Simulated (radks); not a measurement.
Q: Coulomb parameter of the 4d shell of the silver ion Ag2+ in the model configuration [Kr] 4d8 5s1, as a second difference U = [E(n + 0.5) + E(n - 0.5) - 2 E(n)] / (0.5)^2 with all orbitals relaxed. "Bare": the charge of the atom changes with n. "Screened": the 5s shell takes up the change at fixed total charge, which measures U(4d,4d) + U(5s,5s) - 2 U(4d,5s). All-electron calculation, scalar-relativistic Kohn-Sham, r2SCAN, spin-unpolarised, spherical densities, finite nucleus; meta-GGA in the generalised Kohn-Sham scheme; Fermi nuclear charge, rms radius 4.5454 fm. Program: a radial shooting solver on a logarithmic mesh with Libxc functionals. Estimate both.

A: U(bare) = 14.548 eV, U(screened by 5s) = 2.052 eV, against the Slater integral F0(4d,4d) = 19.508 eV with frozen orbitals.
